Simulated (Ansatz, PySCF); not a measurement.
Reaction (SMILES): OB(O)Br -> O[B]O + Br atom (the B-Br bond at the site shown breaks; other sites are not compared here)
Structures are relaxed separately at B3LYP-D3(BJ)/def2-TZVP in Ansatz (a first-principles code), one conformer each, not searched for the lowest. Frequencies are from Ansatz or PySCF.

Property: bond dissociation energy (0 K, with B3LYP-D3(BJ) harmonic zero-point energies), in kcal/mol. Cores are frozen in the correlated levels unless marked. Open shells are spin-unrestricted. No spin-orbit coupling. Frozen are the shells of the preceding noble gas and the d and f shells that filled before the atom's block. No relativistic terms. CBS(X,Y): correlation extrapolated as X^-3; Hartree-Fock from the larger set. [CCSD(T)-MP2]/basis is that difference in the basis named.

RI-MP2/CBS(aug-cc-pVTZ,aug-cc-pVQZ)+[CCSD(T)-MP2]/aug-cc-pVTZ (Ansatz) gives 111.3 kcal/mol.

Q: Another calculation gave 106.4 kcal/mol. Which level was it?
(A) BHLYP/def2-TZVPD (Ansatz)
(B) SVWN5/def2-TZVPD (Ansatz)
(C) B97M-V/def2-TZVPD (Ansatz)
(D) LC-wPBE/def2-TZVPD (Ansatz)

A: D, LC-wPBE/def2-TZVPD (Ansatz). The others give 110.7 (B97M-V), 103.6 (BHLYP), 124.4 (SVWN5) kcal/mol.
